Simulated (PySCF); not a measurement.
ZnCl, SMILES [Cl][Zn+], charge +1.

Geometry: B3LYP-D3(BJ)/def2-TZVP. The multiplicity is an assumed one; other spin states were not compared.

Level of theory: PySCF with TDA-B3LYP/def2-TZVPD.

Vertical excitations; the highest root listed may be one member of a degenerate set. Gas-phase values at a fixed geometry. State labels are in the subgroup C2v.

Computed lowest excited states:
| state | symmetry | energy (eV) | λ (nm) | f | main pairs |
|---|---|---|---|---|---|
| S1 | B1 | 2.13 | 583 | 0.004 | HOMO−1→LUMO (degenerate set) |
| S2 | B2 | 2.13 | 583 | 0.004 | HOMO→LUMO (degenerate set) |
| S3 | A1 | 5.25 | 236 | 0.175 | HOMO−2→LUMO 77 % |
| S4 | A2 | 6.68 | 186 | 0.000 | HOMO−1→LUMO+2 50 %, HOMO→LUMO+1 50 % |
| S5 | A2 | 6.73 | 184 | 0.000 | HOMO→LUMO+1, HOMO−1→LUMO+2 (degenerate set) |
| S6 | A1 | 6.73 | 184 | 0.000 | HOMO→LUMO+2, HOMO−1→LUMO+1 (degenerate set) |
| S7 | A1 | 8.24 | 150 | 0.529 | HOMO→LUMO+2 33 %, HOMO−1→LUMO+1 33 %, HOMO−5→LUMO 14 %, HOMO−2→LUMO 12 % |
| S8 | B1 | 9.06 | 137 | 0.064 | HOMO−2→LUMO+1, HOMO−7→LUMO, HOMO−1→LUMO+3 (degenerate set) |
| S9 | B2 | 9.06 | 137 | 0.064 | HOMO−2→LUMO+2, HOMO−6→LUMO, HOMO→LUMO+3 (degenerate set) |
| S10 | A1 | 9.26 | 134 | 0.000 | HOMO−3→LUMO 100 % |
| T1 | B1 | 1.74 | 713 | 0 | HOMO−1→LUMO (degenerate set) |
| T2 | B2 | 1.74 | 713 | 0 | HOMO→LUMO (degenerate set) |
| T3 | A1 | 3.35 | 370 | 0 | HOMO−2→LUMO 99 % |
| T4 | A1 | 6.39 | 194 | 0 | HOMO−1→LUMO+1 49 %, HOMO→LUMO+2 49 % |
Triplets are in the Tamm–Dancoff approximation.
